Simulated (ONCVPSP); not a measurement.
**Which change was made? (Re, ONCV)**

ONCVPSP 4.0.1 input, shortened (lines: element, Z, core and valence counts, functional; n l f; lmax; l rc ep ncon nbas qcut; lloc lpopt rc5 dvloc0; l nproj debl; icmod fcfact rcfact), LDA (Perdew-Wang 92), fully relativistic:

```
  Re 75.00   10    4  -001012      upf
    1    0    2.00
    2    0    2.00
    2    1    6.00
    3    0    2.00
    3    1    6.00
    3    2   10.00
    4    0    2.00
    4    1    6.00
    4    2   10.00
    4    3   14.00
    5    0    2.00
    5    1    6.00
    5    2    5.00
    6    0    1.50
    2
    0    1.80    0.00    3    7    6.60
    1    1.30    0.00    4    7    7.20
    2    2.15    0.00    4    8    5.90
    4    5    0.90    2.00
    0    2    3.10
    1    2    2.10
    2    2    1.70
    1    0.75    0.00
```

Open shells are filled in proportion to 2j + 1.

Cutoffs, loose and tight: the cutoffs (Ha) at which the residual kinetic energy of the hardest occupied pseudo-wave falls to 1 and 0.1 mHa per electron. They do not see the model core or the augmentation charge, which bear on the density cutoff. Test errors are all-electron minus pseudo excitation energies from the reference, over the configurations 5s2 5p6 5d5 6s2; 5s2 5p6 5d5 6s1; 5s2 5p6 5d5 6s0; 5s2 5p6 5d5 6s1 6p1; variants that change the core or the reference have their own tests.

The base gives: outcome: generated; cutoff, loose: 45 Ha; cutoff, tight: 85 Ha; bound ghosts: s, d3/2; GHOST(+) flags above zero: p3/2, d5/2, p1/2; largest test error (meV): -5.9.

Question: After one change the result is: outcome: generated; cutoff, loose: 18 Ha; cutoff, tight: 23 Ha; bound ghosts: none; GHOST(+) flags above zero: s; largest test error (meV): -12. Which change was it?
A. all radii but the core radius scaled by about 1.29 (s 2.32, p 1.68, d 2.78 bohr); local potential polynomial inside 1.16 bohr (lpopt 5, dvloc0 2 Ha)
B. local potential polynomial inside 1.20 bohr (lpopt 5, dvloc0 2 Ha)
C. d: rc 3.16
D. core correction none

Answer: A. The others give: d: rc 3.16 → outcome: generated; cutoff, loose: 45 Ha; cutoff, tight: 85 Ha; bound ghosts: s; GHOST(+) flags above zero: p3/2, p1/2, d3/2; largest test error (meV): -11 | core correction none → outcome: generated; cutoff, loose: 45 Ha; cutoff, tight: 85 Ha; bound ghosts: s, d3/2; GHOST(+) flags above zero: p3/2, d5/2, p1/2; largest test error (meV): -0.4 | local potential polynomial inside 1.20 bohr (lpopt 5, dvloc0 2 Ha) → outcome: generated; cutoff, loose: 45 Ha; cutoff, tight: 85 Ha; bound ghosts: none; GHOST(+) flags above zero: s, d5/2, d3/2; largest test error (meV): -7.6.
